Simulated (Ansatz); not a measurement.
BiMe2(OEt) (C₄H₁₁BiO), relaxed as a singlet with RKS PBE-D4/def2-SVP in Ansatz, starting from the GFN2-xTB geometry. Force threshold 0.02 eV/Å.

In the def2 sets Bi takes a core potential; there is no spin–orbit coupling.

Start:

```csv
atom,x (Å),y (Å),z (Å)
Bi1,0.9382,0.9631,0.9936
C2,-1.0560,1.8127,1.6196
C3,0.6920,-0.7481,2.4426
C4,0.6286,-0.1674,-1.8211
C5,-0.1882,-1.0221,-2.7855
O6,0.0007,-0.1665,-0.5784
H7,-1.1112,1.8776,2.6976
H8,-1.8127,1.1328,1.2592
H9,-1.2137,2.7915,1.1869
H10,1.5283,-1.4301,2.3720
H11,-0.2167,-1.2641,2.1741
H12,0.6128,-0.3733,3.4543
H13,0.7126,0.8574,-2.2251
H14,1.6523,-0.5765,-1.7499
H15,0.2799,-1.0292,-3.7664
H16,-0.2531,-2.0383,-2.4071
H17,-1.1938,-0.6195,-2.8663
```

| step | energy (eV) | largest force component (eV/Å) | SCF passes |
| --- | --- | --- | --- |
| 1 | -12202.5647 | 0.859 | 20 |
| 2 | -12202.6846 | 0.355 | 21 |
| 3 (rejected) | -12202.6665 | 0.635 | 20 |
| 4 | -12202.7021 | 0.078 | 21 |
| 5 | -12202.7032 | 0.050 | 21 |
| 6 | -12202.7040 | 0.041 | 20 |
| 7 | -12202.7044 | 0.045 | 21 |
| 8 | -12202.7047 | 0.035 | 21 |
| 9 | -12202.7048 | 0.020 | 21 |
| 10 | -12202.7049 | 0.008 | 22 |

Force components are those of the run's own axes.

End:

```csv
atom,x (Å),y (Å),z (Å)
Bi1,0.9672,0.9931,1.0213
C2,-1.0674,1.8551,1.6197
C3,0.7257,-0.7815,2.4484
C4,0.6396,-0.1653,-1.8261
C5,-0.2217,-1.0213,-2.7481
O6,0.0265,-0.1313,-0.5567
H7,-1.1972,1.8218,2.7183
H8,-1.8019,1.1947,1.1197
H9,-1.1758,2.8923,1.2504
H10,1.6774,-1.3379,2.5411
H11,-0.0430,-1.4207,1.9731
H12,0.3845,-0.4353,3.4428
H13,0.7509,0.8561,-2.2775
H14,1.6751,-0.5964,-1.7926
H15,0.2169,-1.0808,-3.7657
H16,-0.3149,-2.0487,-2.3417
H17,-1.2418,-0.5939,-2.8264
```

By distances, no bond broke or formed. The bond that changes most is Bi1–C3, from 2.26 to 2.29 Å (atoms count from 1).

No frequencies were taken in this run, so the end may be a saddle point.

Hardware: 4 threads of Intel Xeon Platinum 8259CL on a shared host. Wall time 22 s.
